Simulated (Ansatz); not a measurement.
A made-up structure of CHBr₂ (charge +1), singlet:

Br1  (0.768, -0.252, 1.232)
C2  (-0.073, -0.109, -0.064)
Br3  (-0.035, 1.350, -0.589)
H4  (-0.660, -0.989, -0.579)
(Å)

It is relaxed with PBE-D4/def2-SVP and then PBE0-D4/def2-TZVP (Ansatz 0.2.0). Atoms count as bonded within 1.22 times the sum of their covalent radii (H–H: 0.88 Å). The end point is not checked to be a true minimum.

Q: Does its bonding change? (A judgement: the text doesn't fix the answer.)

A: The calculation gives: Yes. Formed: none; broken: Br1–Br3.

Where it ends: The first stage lowers the energy by 3.61 eV in 6 steps. It ends as CHBr₂ ([Br][CH][Br]), total charge +1:
Br1  (0.835, -0.480, 1.421)
C2  (-0.067, -0.101, -0.059)
Br3  (-0.157, 1.497, -0.826)
H4  (-0.611, -0.916, -0.536)
(Å)

Labels in which every atom is bracketed show which atoms are joined, not bond orders.

For scale, one of the runs: PBE0-D4/def2-TZVP relaxation, 133 basis functions, launched by `ansatz run in.yaml --threads 2 --pin off --events-out ev --progress --plain --max-ram 4352MiB`. The run took about 15 s on 2 CPU threads of an Intel Xeon Platinum 8259CL (shared host).
